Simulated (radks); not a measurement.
Er3+, configuration [Kr] 4d10 4f11 5s1 5p6 5d1 (not the ground configuration).

All-electron calculation, scalar-relativistic Kohn-Sham, BLYP, spin-polarised, spherical densities, point nucleus; open shells are filled with parallel spins first (spin-orbit coupling, left out, can overturn this in heavy ions). Program: a radial shooting solver on a logarithmic mesh with Libxc functionals.

Energy parts (eV):
total: -356023.01
kinetic: 386057.37
electron-nucleus: -871427.66
Hartree: 136894.14
exchange-correlation: -7546.86

Orbitals (lengths in bohr, moments of r in powers of bohr; r(max) is where P^2 peaks; r(90%) holds 90 % of the orbital's charge):
orbital,occ.,eigenvalue (eV),r(90%),<r^2>,r(max)
1s up,1,-57421.08,0.0369,0.0005677,0.01286
1s down,1,-57420.96,0.0369,0.0005677,0.01286
2s up,1,-9677.645,0.134,0.008832,0.07323
2s down,1,-9677.491,0.134,0.008832,0.07323
2p up,3,-8563.471,0.125,0.007186,0.05955
2p down,3,-8563.335,0.125,0.007186,0.05955
3s up,1,-2198.102,0.330,0.05805,0.2072
3s down,1,-2196.677,0.330,0.05801,0.2072
3p up,3,-1859.279,0.336,0.05845,0.2039
3p down,3,-1857.852,0.336,0.05840,0.2038
3d up,5,-1435.154,0.317,0.04877,0.1664
3d down,5,-1434.027,0.317,0.04871,0.1663
4s up,1,-464.8065,0.729,0.2911,0.4737
4s down,1,-461.7723,0.729,0.2911,0.4737
4p up,3,-353.2816,0.783,0.3299,0.4951
4p down,3,-350.2864,0.783,0.3299,0.4951
4d up,5,-203.9454,0.875,0.3931,0.5113
4d down,5,-200.9491,0.875,0.3931,0.5113
5s up,1,-86.2854,1.75,1.659,1.096
5s down,0,-83.6137,1.76,1.678,1.099
5p up,3,-59.0506,2.05,2.244,1.240
5p down,3,-56.6966,2.08,2.292,1.247
4f up,7,-40.5799,1.28,0.7292,0.5050
4f down,4,-37.5804,1.29,0.7466,0.5056
5d up,1,-27.3914,3.02,4.618,1.657
5d down,0,-25.8823,3.14,4.931,1.692

The highest occupied level is 5d up at -27.391 eV. The configuration is held as typed, so some empty levels lie below it. The density falls to 0.001 e/bohr^3 at r = 3.38 bohr. Summed over all electrons, <r^2> = 35.48 bohr^2, which gives a Langevin (diamagnetic) susceptibility term of -28.1 x 10^-6 cm^3/mol.
